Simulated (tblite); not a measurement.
Species: C₄H₁₁NOSi.
Atom-mapped SMILES: `[CH3:1][CH2:2][CH2:3]/[CH:4]=[N:5]\[SiH2:6][OH:7]` (hydrogens: H8, H9, H10 on C1; H11, H12 on C2; H13, H14 on C3; H15 on C4; H16, H17 on Si6; H18 on O7)

Computed with GFN2-xTB (tblite), gas phase: L-BFGS steps from a force-field or distance-geometry start until the largest atomic force falls under 0.01 eV/Å.

Step 184: E = -624.3773 eV
```
atom  x, y, z in Å  |  force x, y, z in eV/Å
C1     -2.0052    0.6725    0.0714   -0.012   0.007  -0.121
C2     -1.8925   -0.7381   -0.5012   -0.064  -0.022   0.013
C3     -0.4554   -1.0822   -0.9037   -0.007   0.058   0.042
C4      0.4621   -1.0002    0.2749    0.065   0.032  -0.007
N5      1.5408   -0.3765    0.3550   -0.004   0.051   0.019
Si6     2.4712    0.6478   -0.6763    0.026  -0.019  -0.022
O7      2.6496    2.0556    0.1219    0.004  -0.038   0.057
H8     -1.6750    1.4078   -0.6606   -0.001  -0.020   0.024
H9     -1.3848    0.7768    0.9583   -0.007  -0.007   0.005
H10    -3.0387    0.8942    0.3383    0.083  -0.027  -0.012
H11    -2.5286   -0.8280   -1.3842   -0.053   0.008   0.025
H12    -2.2533   -1.4508    0.2462    0.059  -0.028  -0.054
H13    -0.4088   -2.1014   -1.3028   -0.062   0.043   0.054
H14    -0.1029   -0.3973   -1.6773   -0.023  -0.020   0.019
H15     0.1212   -1.5458    1.1621    0.040  -0.018  -0.057
H16     3.7349   -0.0851   -0.7967   -0.068   0.015  -0.006
H17     1.9560    1.1150   -1.9672    0.040  -0.015   0.126
H18     2.8005    2.0420    1.0655   -0.016   0.001  -0.104
```

Step 185: E = -624.3788 eV
```
atom  x, y, z in Å  |  force x, y, z in eV/Å
C1     -2.0274    0.6565    0.0720   -0.006   0.063  -0.055
C2     -1.8990   -0.7458   -0.5083   -0.067  -0.036  -0.016
C3     -0.4571   -1.0648   -0.8986    0.086   0.079   0.006
C4      0.4598   -0.9760    0.2806   -0.073   0.017   0.014
N5      1.5367   -0.3531    0.3612    0.032   0.021   0.092
Si6     2.4812    0.6460   -0.6746    0.053  -0.057  -0.018
O7      2.7077    2.0454    0.1174   -0.026   0.096  -0.122
H8     -1.7055    1.3937   -0.6595    0.027   0.044   0.018
H9     -1.4096    0.7640    0.9623   -0.025  -0.010  -0.050
H10    -3.0615    0.8681    0.3380    0.025  -0.017   0.003
H11    -2.5288   -0.8376   -1.3962   -0.039   0.007   0.035
H12    -2.2504   -1.4670    0.2286   -0.018  -0.118   0.049
H13    -0.3859   -2.0811   -1.2951   -0.072  -0.022  -0.011
H14    -0.1180   -0.3703   -1.6683    0.032  -0.022  -0.012
H15     0.1143   -1.5160    1.1692    0.038  -0.032  -0.037
H16     3.7195   -0.1185   -0.8076    0.012  -0.027  -0.016
H17     1.9619    1.1164   -1.9542    0.000   0.040   0.005
H18     2.8532    2.0464    1.0568    0.020  -0.026   0.115
```

**Question.** Estimate the geometry and energy of step 186. (The exact step hangs on the optimiser's Hessian estimate; all steps are aligned on step 185, rigid shifts and turns removed.)

**Answer.** E = -624.3806 eV, largest force 0.103 eV/Å
```
atom  x, y, z in Å  |  force x, y, z in eV/Å
C1     -2.0129    0.6654    0.0660    0.004   0.037  -0.056
C2     -1.8969   -0.7420   -0.5056   -0.021  -0.051  -0.009
C3     -0.4555   -1.0766   -0.8955    0.033   0.030  -0.028
C4      0.4627   -0.9923    0.2821   -0.010   0.034   0.042
N5      1.5359   -0.3604    0.3643   -0.017   0.016   0.054
Si6     2.4677    0.6534   -0.6735   -0.023  -0.085  -0.023
O7      2.6904    2.0518    0.1200   -0.015   0.100  -0.008
H8     -1.6790    1.3977   -0.6662    0.009   0.015   0.023
H9     -1.3986    0.7701    0.9579   -0.009  -0.003  -0.020
H10    -3.0463    0.8850    0.3267    0.017   0.004   0.003
H11    -2.5270   -0.8286   -1.3933   -0.038  -0.013   0.018
H12    -2.2584   -1.4591    0.2345    0.026  -0.050  -0.006
H13    -0.3977   -2.0975   -1.2874   -0.071   0.026   0.012
H14    -0.1064   -0.3917   -1.6713   -0.009  -0.035   0.028
H15     0.1233   -1.5473    1.1661    0.067   0.017  -0.077
H16     3.7086   -0.1028   -0.8139    0.033  -0.040  -0.027
H17     1.9389    1.1356   -1.9472    0.012   0.010   0.032
H18     2.8425    2.0457    1.0600    0.012  -0.012   0.042
```

The energy changes by -0.0019 eV. The first-order estimate −F·Δx gives -0.0032 eV and the mean of the old and new forces, exact on a quadratic surface, -0.0019 eV. The step makes an angle of 84° with the force vector and moves no atom by more than 0.033 Å.

The cost below is that of the whole relaxation. Hardware: an Arm Neoverse N1 with one thread, shared host with 64 logical CPUs at a one-minute load of 58. Cost: 2.5 s.
